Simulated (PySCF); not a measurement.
These are TPSSh-D3(BJ)/def2-TZVP // r2SCAN-D4/def2-SVP (PySCF) values and carry that method's errors. All species are isolated molecules in the gas phase. One relaxed conformer stands for a flexible species; it need not be the lowest. 

Reference species: [Mo(Cl)6] (neutral, multiplicity 1).

```
Property                                                         Value
------------------------------------------------------------  --------
charge on the central atom (Mulliken)                           0.78 e
mean distance from the central atom to its bonded neighbours   2.308 Å
LUMO                                                          -6.19 eV
HOMO                                                          -8.48 eV
```

Changed species: [Mo(Cl)5(OH)] (1 of 6 Cl replaced by OH; the reference has 0 of 6 Cl replaced by OH).

Question: What does the change do to the charge on the central atom (Mulliken), mean distance from the central atom to its bonded neighbours, LUMO and HOMO?

Answer: the charge on the central atom (Mulliken) rises by 0.16 e, to 0.94 e; the mean distance from the central atom to its bonded neighbours drops by 0.067 Å, to 2.241 Å; the LUMO rises by 0.17 eV, to -6.02 eV; the HOMO goes up by 0.26 eV, to -8.22 eV.
